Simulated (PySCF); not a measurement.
# ZrOBr2, singlet: structure and spectrum

Method: PBE/[Zr def2-SVP with ECP28, O def2-SVP, Br def2-SVP], scalar-relativistic core potentials, density fitting, no spin–orbit coupling, PySCF.

The structure is a minimum.

| Quantity | Value |
| --- | --- |
| Point group | Cs |
| Bond lengths | Zr–Br 2.533 Å (×2), Zr–O 1.745 Å |
| Bond angles | Br–Zr–Br 119.3°, Br–Zr–O 111.1° (×2) |
| Rotational symmetry number | 1 |
| Enthalpy at 298.15 K above 0 K | 18.16 kJ/mol |
| Rotational constants | 0.09375, 0.02198, 0.01829 cm⁻¹ |
| Principal quadrupole moments (Buckingham, traceless) about the centre of mass | -9.24, -5.78, 15.03 D Å |
| Heat capacity Cp at 298.15 K | 73.7 J/(mol K) |
| Dipole moment | 3.72 D |
| Entropy at 298.15 K and 1 bar | 363.9 J/(mol K) |
| Principal polarisabilities | 48.6, 71.0, 97.4 bohr³ |
| Highest occupied level | -7.13 eV |
| Zero-point energy | 10.9 kJ/mol |
| Lowest empty level | -4.19 eV |
| Atomisation energy without zero-point energy | 1721 kJ/mol |

Harmonic modes (masses in u: Zr 89.905, O 15.995, Br 78.918):
```
symmetry  ω (cm⁻¹)  IR (km/mol)     type
      a'        47         14.7     bend
      a'        94         18.4     bend
     a''       165          0.3     bend
      a'       247         16.7  stretch
     a''       319         79.5    mixed
      a'       949          160  stretch
```

Charges (e):
```json
{"atom": "Zr1", "Mulliken": "0.75", "Löwdin": "-0.10", "polar tensor": "1.82", "Mayer order to Zr1": "–"}
{"atom": "O2", "Mulliken": "-0.25", "Löwdin": "-0.10", "polar tensor": "-0.77", "Mayer order to Zr1": "2.43"}
{"atom": "Br3,4", "Mulliken": "-0.25", "Löwdin": "0.10", "polar tensor": "-0.53", "Mayer order to Zr1": "1.22"}
```

Mulliken populations on Zr1 (electrons outside its core potential): s 2.28, p 6.40, d 2.48, f 0.10.

Outer orbital energies (eV). occupied: -8.76, -8.43, -8.28, -8.05, -7.71, -7.56, -7.23, -7.13; empty: -4.19, -3.42, -2.35, -1.20.

Formally Zr is in oxidation state +4, d0. The polar-tensor charge on Zr, 1.82, is far below the formal one.

Only a few start shapes were tried, so a lower isomer may exist.

The final relaxation and frequency run took 110 s on 2 threads of a shared Arm Neoverse V1 host, with 109 basis functions and 22 gradients; the process peaked at 1.1 GiB. Launch command: `OMP_NUM_THREADS=2 python axn.py task.json out`.
